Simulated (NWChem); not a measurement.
Program: NWChem. System: ClGa, charge 0, spin multiplicity 1, at a geometry optimised with PBE/def2-SVP. The structure started from a generated list of species.

The NWChem input:

```
start mol
memory heap 200 mb stack 900 mb global 1100 mb
geometry units angstroms nocenter noautoz
  Ga     0.000000     0.000000    -0.791238
  Cl     0.000000     0.000000     1.442846
  symmetry group C2v
end
basis spherical
  * library sto-3g
end
dft
  xc xpbe96 cpbe96
  semidirect memsize 60000000 filesize 0
  iterations 100
end
task dft energy
```

The output up to the point where the run's verdict is printed (cleaned and shortened):

```
             Northwest Computational Chemistry Package (NWChem) 7.3.0
             --------------------------------------------------------

                                NWChem Input Module
                                -------------------

 Scaling coordinates for geometry "geometry" by  1.889725989
 (inverse scale =  0.529177249)

 Turning off AUTOSYM since
 SYMMETRY directive was detected!

                             Geometry "geometry" -> ""
                             -------------------------

 Output coordinates in angstroms (scale by  1.889725989 to convert to a.u.)

  No.       Tag          Charge          X              Y              Z
 ---- ---------------- ---------- -------------- -------------- --------------
    1 Ga                  31.0000     0.00000000     0.00000000    -0.79123800
    2 Cl                  17.0000     0.00000000     0.00000000     1.44284600

 Effective nuclear repulsion energy (a.u.)     124.8280772893

            Nuclear Dipole moment (a.u.)
            ----------------------------
        X                 Y               Z
 ---------------- ---------------- ----------------
     0.0000000000     0.0000000000     0.0000075589

      Symmetry information
      --------------------

 Group name             C2v
 Group number             16
 Group order               4
 No. of unique centers     2

      Symmetry unique atoms

     1    2


 Summary of "ao basis" -> "" (spherical)
 ------------------------------------------------------------------------------
       Tag                 Description            Shells   Functions and Types
 ---------------- ------------------------------  ------  ---------------------
 *                           sto-3g                   on all atoms

  pbe96 is a nonlocal functional; adding pw91lda local functional.

                                 NWChem DFT Module
                                 -----------------

 Summary of "ao basis" -> "ao basis" (spherical)
 ------------------------------------------------------------------------------
       Tag                 Description            Shells   Functions and Types
[...]
 d= 0,ls=0.5,diis    55  -2356.8292331721  5.58D-04  3.66D-04  5.57D-02     1.4
 d= 0,ls=0.5,diis    56  -2356.8283994283  8.34D-04  5.51D-04  5.82D-02     1.4
 d= 0,ls=0.5,diis    57  -2356.8270123788  1.39D-03  9.03D-04  6.26D-02     1.5
 d= 0,ls=0.5,diis    58  -2356.8246537637  2.36D-03  6.66D-04  6.96D-02     1.5
 d= 0,ls=0.5,diis    59  -2356.8230018360  1.65D-03  6.43D-04  7.37D-02     1.5

 !! scf_movecs_sym_adapt:    2 vectors were symmetry contaminated

  Symmetry fudging
 d= 0,ls=0.5,diis    60  -2356.8213727684  1.63D-03  6.12D-04  7.78D-02     1.5
 d= 0,ls=0.5,diis    61  -2356.8198596231  1.51D-03  1.17D-03  8.14D-02     1.5
 d= 0,ls=0.5,diis    62  -2356.8163678775  3.49D-03  6.32D-04  9.14D-02     1.6

 !! scf_movecs_sym_adapt:    4 vectors were symmetry contaminated

  Symmetry fudging

 !! scf_movecs_sym_adapt:    2 vectors were symmetry contaminated

 d= 0,ls=0.5,diis    63  -2356.8148002587  1.57D-03  6.62D-04  9.40D-02     1.6
 d= 0,ls=0.5,diis    64  -2356.8130359653  1.76D-03  5.94D-04  9.78D-02     1.6
 d= 0,ls=0.5,diis    65  -2356.8116463651  1.39D-03  8.15D-04  1.00D-01     1.6
 d= 0,ls=0.5,diis    66  -2356.8090161028  2.63D-03  8.36D-04  1.08D-01     1.6
 d= 0,ls=0.5,diis    67  -2356.8065650263  2.45D-03  6.71D-04  1.12D-01     1.7
 d= 0,ls=0.5,diis    68  -2356.8047767856  1.79D-03  7.83D-04  1.15D-01     1.7
 d= 0,ls=0.5,diis    69  -2356.8023761031  2.40D-03  9.43D-04  1.20D-01     1.7
 d= 0,ls=0.5,diis    70  -2356.7993279669  3.05D-03  5.77D-04  1.26D-01     1.7
 d= 0,ls=0.5,diis    71  -2356.7981743759  1.15D-03  6.90D-04  1.26D-01     1.7
 d= 0,ls=0.5,diis    72  -2356.7962221652  1.95D-03  8.04D-04  1.30D-01     1.8
 d= 0,ls=0.5,diis    73  -2356.7937561117  2.47D-03  7.51D-04  1.34D-01     1.8
 d= 0,ls=0.5,diis    74  -2356.7917211787  2.03D-03  6.14D-04  1.36D-01     1.8
 d= 0,ls=0.5,diis    75  -2356.7902868117  1.43D-03  1.63D-03  1.38D-01     1.8
 d= 0,ls=0.5,diis    76  -2356.7843531274  5.93D-03  3.99D-03  1.50D-01     1.9
 d= 0,ls=0.5,diis    77  -2356.7690199668  1.53D-02  1.02D-03  1.80D-01     1.9
 d= 0,ls=0.5,diis    78  -2356.7698547480 -8.35D-04  2.56D-03  1.65D-01     1.9
 d= 0,ls=0.5,diis    79  -2356.7785872919 -8.73D-03  5.26D-04  1.43D-01     1.9
 d= 0,ls=0.5,diis    80  -2356.7777360547  8.51D-04  2.57D-03  1.49D-01     1.9
 d= 0,ls=0.5,diis    81  -2356.7677765930  9.96D-03  1.81D-03  1.71D-01     2.0
 d= 0,ls=0.5,diis    82  -2356.7616771228  6.10D-03  1.00D-03  1.74D-01     2.0
 d= 0,ls=0.5,diis    83  -2356.7595765228  2.10D-03  2.26D-03  1.71D-01     2.0
 d= 0,ls=0.5,diis    84  -2356.7671648182 -7.59D-03  1.66D-03  1.53D-01     2.0
 d= 0,ls=0.5,diis    85  -2356.7605782395  6.59D-03  4.30D-03  1.70D-01     2.0
 d= 0,ls=0.5,diis    86  -2356.7445530968  1.60D-02  3.70D-03  1.99D-01     2.1
 d= 0,ls=0.5,diis    87  -2356.7582614016 -1.37D-02  1.23D-02  1.56D-01     2.1
 d= 0,ls=0.5,diis    88  -2356.7993535007 -4.11D-02  6.95D-03  8.17D-02     2.1
 d= 0,ls=0.5,diis    89  -2356.7768526084  2.25D-02  5.41D-03  1.63D-01     2.1
 d= 0,ls=0.5,diis    90  -2356.7576129187  1.92D-02  3.92D-03  1.99D-01     2.1
 d= 0,ls=0.5,diis    91  -2356.7437561354  1.39D-02  5.16D-03  2.08D-01     2.2
 d= 0,ls=0.5,diis    92  -2356.7640708350 -2.03D-02  2.37D-03  1.53D-01     2.2
 d= 0,ls=0.5,diis    93  -2356.7543809591  9.69D-03  9.64D-03  1.83D-01     2.2
 d= 0,ls=0.5,diis    94  -2356.7894550334 -3.51D-02  1.02D-02  1.10D-01     2.2
 d= 0,ls=0.5,diis    95  -2356.8194046808 -2.99D-02  6.22D-03  5.21D-02     2.2
 d= 0,ls=0.5,diis    96  -2356.8325316098 -1.31D-02  1.08D-02  2.38D-02     2.3
 d= 0,ls=0.5,diis    97  -2356.8407028763 -8.17D-03  6.56D-03  1.25D-02     2.3
 d= 0,ls=0.5,diis    98  -2356.8355524863  5.15D-03  5.79D-03  4.96D-02     2.3
 d= 0,ls=0.5,diis    99  -2356.8242444675  1.13D-02  7.03D-03  1.22D-01     2.3
 d= 0,ls=0.5,diis   100  -2356.7963374704  2.79D-02  7.25D-03  3.12D-01     2.3
```

Convergence was not reached. The next line reads: Calculation failed to converge. NWChem stopped with the message: dft energy failed.
